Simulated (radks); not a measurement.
The rhodium ion Rh22+, configuration [Ar] 3d5 (the NIST ground configuration). Calculated with a radial shooting solver on a logarithmic mesh with Libxc functionals: scalar-relativistic Kohn-Sham, LB94 model potential, spin-polarised, spherical densities, finite nucleus; open shells are filled with parallel spins first (spin-orbit coupling, left out, can overturn this in heavy ions); Fermi nuclear charge, rms radius 4.4945 fm.

Normalised radial functions P(r) = r R(r), r in bohr:

r           3s up   3d up  3d down
0.003761   0.3169  0.0002   0.0002
0.005263   0.4040  0.0004   0.0004
0.007364   0.4984  0.0011   0.0011
0.01022    0.5833  0.0027   0.0027
0.01431    0.6347  0.0069   0.0069
0.01986    0.6061  0.0166   0.0168
0.02779    0.4380  0.0401   0.0404
0.03858    0.0938  0.0911   0.0917
0.05398   -0.4192  0.1998   0.2012
0.07554   -0.9180  0.4070   0.4097
0.1049    -1.0503  0.7409   0.7453
0.1467    -0.4791  1.2007   1.2060
0.2037     0.6804  1.6260   1.6269
0.285      1.7133  1.7777   1.7706
0.3957     1.7671  1.4678   1.4644
0.5537     0.9837  0.8227   0.8280
0.7748     0.2703  0.2684   0.2744
1.076      0.0316  0.0430   0.0450

3s up: eigenvalue -1336.7 eV, 2 radial nodes at r = 0.0413, 0.170 bohr, <r> = 0.370 bohr, 90 % of the charge inside 0.540 bohr. 3d up: eigenvalue -1056.9 eV, 0 radial nodes, <r> = 0.331 bohr, 90 % of the charge inside 0.514 bohr. 3d down (empty): eigenvalue -1043.0 eV, 0 radial nodes, <r> = 0.332 bohr, 90 % of the charge inside 0.517 bohr.
